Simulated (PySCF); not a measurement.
Nb: electron affinity

Nb⁻ [Kr] 4d4 5s2 [4d3/2^4, M_J = 0] → Nb [Kr] 4d4 5s1 [4d3/2^4 5s1/2^1, M_J = 1/2], as a difference of total energies. All numbers are calculated (PySCF 2.14, the two-component X2C-1e Hamiltonian, in x2c-SVPall-2c with one added diffuse shell each of s, p, d type (7s9p7d1f, 76 functions)). Correlated levels: [Ar] 3d10 frozen; the 6 highest virtual spinors dropped. "Screened" scales the spin-orbit matrix elements by Boettger's factors to mimic the two-electron term; Breit and QED terms are absent.

```tsv
method	electron affinity (eV)
GHF (screened spin-orbit)	-0.225
GMP2 (screened spin-orbit)	0.197
```

Errors of the correlated levels include the incompleteness of this basis and the frozen core.

The labels give the starting determinants; with spin-orbit coupling the two ends relaxed to ⟨J²⟩ = 4.39, ⟨L²⟩ = 6.02, ⟨S²⟩ = 6.51 and ⟨J²⟩ = 4.62, ⟨L²⟩ = 6.01, ⟨S²⟩ = 8.75.

A negative affinity means that the anion lies above the atom at that level of theory.

The determinant of Nb⁻ and of Nb mixes levels of different J (the jj label is only the starting occupation), so the difference between spin-free and spin-orbit rows is not the physical spin-orbit shift.

For comparison: 0.917 eV (measured; photodetachment measurements, as compiled on the Wikipedia data page of electron affinities).
